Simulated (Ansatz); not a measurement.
B(CH2SiH3)3 (C₃H₁₅BSi₃). The state is a triplet with charge 0. Geometry PBE-D4/def2-SVP, that of the neutral singlet; atoms count from 1.

```xyz
22

B     0.028   -0.316    0.081
C    -0.909   -0.597   -1.154
Si   -1.311    1.003   -2.100
H    -0.390   -1.225   -1.912
H    -1.869   -1.087   -0.890
H    -1.926    2.042   -1.202
H    -0.055    1.584   -2.693
H    -2.278    0.723   -3.221
C     1.545    0.028   -0.154
Si    2.540   -1.593   -0.110
H     1.759    0.490   -1.141
H     1.976    0.666    0.647
H     2.367   -2.288    1.214
H     2.074   -2.527   -1.196
H     4.007   -1.323   -0.316
C    -0.526   -0.376    1.551
Si   -1.329    1.278    2.044
H    -1.320   -1.141    1.689
H     0.275   -0.551    2.301
H    -0.420    2.434    1.719
H    -2.632    1.477    1.319
H    -1.606    1.298    3.525
```

At PBE0-D4/def2-TZVP a singlet of charge 0 lies 5.55 eV below the triplet at the same geometry.

(1) Estimate the Mulliken populations from the PBE0/def2-TZVP orbitals of Ansatz.

(2) Where does the spin sit?

(3) And the Mayer bond orders between heavy atoms (over 0.3)?

Results:

(1) 
```tsv
atom	charge (e)	spin (α − β)
B1	-0.16	1.00
C2	-0.34	0.10
Si3	0.17	0.10
H4	0.15	0.03
H5	0.14	0.02
H6	-0.01	0.00
H7	-0.02	0.00
H8	-0.03	0.06
C9	-0.36	0.04
Si10	0.15	0.08
H11	0.15	0.03
H12	0.14	0.02
H13	-0.03	-0.01
H14	-0.03	-0.01
H15	-0.04	0.04
C16	-0.31	0.30
Si17	0.15	0.11
H18	0.15	0.01
H19	0.16	0.01
H20	0.00	-0.01
H21	-0.01	-0.01
H22	-0.02	0.09
```
Mulliken values depend strongly on the basis.

(2) Summed by element: B 1.00, C 0.44, Si 0.28, H 0.28, of 2 unpaired in all. Largest on single atoms: B1 1.00, C16 0.30, Si17 0.11.

(3) B1–C2 0.99 (1.58 Å); B1–C9 0.96 (1.57 Å); B1–C16 0.82 (1.57 Å); C2–Si3 0.91 (1.90 Å); C9–Si10 0.97 (1.90 Å); C16–Si17 0.92 (1.90 Å).
